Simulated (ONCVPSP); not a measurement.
# An all-electron radial function and its pseudo partner (lithium (Li))

Columns: radius, all-electron u(r) and pseudo u(r) of the 1s shell (level -53.89 eV) of lithium in the configuration 1s2 2s0.75; PW91, scalar-relativistic, ONCV scheme, ONCVPSP 4.0.1.

```tsv
r (bohr)	all-electron	pseudo
0.045	0.3659	0.2359
0.090	0.6402	0.4616
0.135	0.8405	0.6679
0.180	0.9822	0.8473
0.225	1.0780	0.9946
0.270	1.1376	1.1073
0.315	1.1691	1.1846
0.360	1.1786	1.2281
0.405	1.1712	1.2410
0.450	1.1511	1.2280
0.495	1.1214	1.1943
0.540	1.0847	1.1459
0.585	1.0431	1.0890
0.630	0.9982	1.0285
0.675	0.9512	0.9684
0.720	0.9032	0.9112
0.765	0.8550	0.8578
0.810	0.8072	0.8077
0.855	0.7602	0.7602
0.900	0.7146	0.7145
0.945	0.6704	0.6704
0.990	0.6280	0.6279
1.035	0.5873	0.5873
1.080	0.5487	0.5486
1.125	0.5119	0.5119
1.170	0.4772	0.4772
```

(1) How many radial nodes do the two functions have?

(2) At about which radius was the pseudo-wave matched?

(3) Where does each function peak?

(4) Is the pseudo-wave norm-conserving?

Results:

(1) The all-electron 1s function has n − l − 1 = 0; the pseudo-wave has 0.

(2) 0.90 bohr. The columns agree to 0.0005 from 0.81 bohr on; several derivatives are matched, so the curves merge somewhat inside the radius.

(3) Outermost all-electron maximum near 0.36 bohr, pseudo maximum near 0.41 bohr (to the table’s step).

(4) Yes: the ONCV scheme keeps the norm inside the radius equal to the all-electron one, which fixes the energy derivative of the logarithmic derivative at the level.
